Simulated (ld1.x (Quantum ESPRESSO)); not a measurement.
Transferability test, TM potential for Sb

```json
{
 "Element": "Sb",
 "Generator": "ld1.x (Quantum ESPRESSO) 7.5",
 "Type": "norm-conserving Troullier–Martins (Kleinman–Bylander form)",
 "Functional": "PBE",
 "Relativity": "scalar-relativistic",
 "Frozen core": "[Kr] 4d10",
 "Valence charge": "5",
 "Reference configuration": "5s1.5 5p3.5",
 "Partial waves": "5s (bound): rc 1.90 bohr; 5p (bound): rc 1.95 bohr; 5d channel at 0.3 Ry: rc 1.80 bohr",
 "Local potential": "all-electron potential smoothed inside 1.45 bohr (lloc = -1)",
 "Core correction": "none"
}
```

Energies are relative to the spin-unpolarised reference configuration 5s1.5 5p3.5; without spin polarisation the order of configurations can differ from experiment. The frozen-core shift is the all-electron ΔE with the core orbitals held at their reference shape minus the fully relaxed ΔE.

```
valence configuration  charge  ΔE all-electron (eV)  error AE − PS (meV)  frozen-core shift (meV)
              5s2 5p3       0                -4.029                 +5.3                     +2.6
              5s2 5p2      +1                 4.288                 +250                     +3.1
              5s0 5p5       0                12.402                 +839                      n/a
              5s1 5p4       0                 4.083                 +236                     +3.0
              5s2 5p0      +3                44.669                  -21                     +151
```

What are ΔE and the potential's error for 5s2 5p1?

ΔE = 20.256 eV all-electron; the error (AE − PS) is +1086 meV.

What are ΔE and the potential's error for 5s2 5p2.5?

ΔE = -0.767 eV all-electron; the error (AE − PS) is +2.2 meV.

Levels in the configuration 5s2 5p2:

| level | all-electron (eV) | pseudo (eV) |
| --- | --- | --- |
| 5s | -20.638 | -19.605 |
| 5p | -11.993 | -11.427 |

ld1.x printed “convergence not achieved” for 2 of the counted tests; their residual had stalled under 1e-8, short of the target of 1e-14.

Note: ghost states, extra bound levels that the all-electron valence spectrum of the same l lacks: d at -170.0 eV, s at -101.5 eV, p at -0.68 eV. A true bound ghost makes a file unfit for plane-wave use.
